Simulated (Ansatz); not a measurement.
`[NH2][Al]([F])[TeH]` and `[NH2][Al]([F])[SiH3]` differ in one atom or group.

Ansatz, PBE0-D4/def2-TZVP geometries, multiplicity 1. Each molecule was computed in one conformer, which needn't be the lowest.

Elements past krypton have def2 core potentials.

```json
{"property": "HOMO energy (ωB97M-V/def2-TZVPP) / eV", "`[NH2][Al]([F])[TeH]`": "-8.81"}
{"property": "ideal-gas entropy at 298 K and 1 bar (rigid rotor, harmonic PBE0-D4/def2-TZVP) / J/(mol·K)", "`[NH2][Al]([F])[TeH]`": "356"}
{"property": "HOMO–LUMO gap (ωB97M-V/def2-TZVPP) / eV", "`[NH2][Al]([F])[TeH]`": "9.76"}
{"property": "HOMO energy (B3LYP/def2-TZVPP) / eV", "`[NH2][Al]([F])[TeH]`": "-6.53"}
{"property": "HOMO–LUMO gap (PBE0/def2-TZVPP) / eV", "`[NH2][Al]([F])[TeH]`": "6.03"}
{"property": "HOMO–LUMO gap (B3LYP/def2-TZVPP) / eV", "`[NH2][Al]([F])[TeH]`": "5.55"}
```

(1) What does the change do to each property? (Estimate.)

Results:

(1) The calculation gave: 
```json
{"property": "HOMO energy (ωB97M-V/def2-TZVPP) / eV", "`[NH2][Al]([F])[SiH3]`": "-10.12", "shift": "-1.31"}
{"property": "ideal-gas entropy at 298 K and 1 bar (rigid rotor, harmonic PBE0-D4/def2-TZVP) / J/(mol·K)", "`[NH2][Al]([F])[SiH3]`": "354", "shift": "-2"}
{"property": "HOMO–LUMO gap (ωB97M-V/def2-TZVPP) / eV", "`[NH2][Al]([F])[SiH3]`": "10.93", "shift": "1.17"}
{"property": "HOMO energy (B3LYP/def2-TZVPP) / eV", "`[NH2][Al]([F])[SiH3]`": "-7.54", "shift": "-1.01"}
{"property": "HOMO–LUMO gap (PBE0/def2-TZVPP) / eV", "`[NH2][Al]([F])[SiH3]`": "6.91", "shift": "0.88"}
{"property": "HOMO–LUMO gap (B3LYP/def2-TZVPP) / eV", "`[NH2][Al]([F])[SiH3]`": "6.49", "shift": "0.94"}
```

With PBE0 the HOMO falls by 1.02 eV and the LUMO falls by 0.14 eV, so the gap widens by about 0.88 eV. PBE moves the HOMO by -0.67 eV and ωB97M-V by -1.31 eV. The zero-point energy changes by 45.8 kJ/mol with +6 modes. Modes under 60 cm⁻¹, often nearly free rotors, make the harmonic entropy too high.

B3LYP here is the variant with VWN-RPA as its local correlation; programs differ in this.

Spin–orbit coupling is left out; it splits and shifts lone-pair levels of the heavy atoms by tenths of an eV.
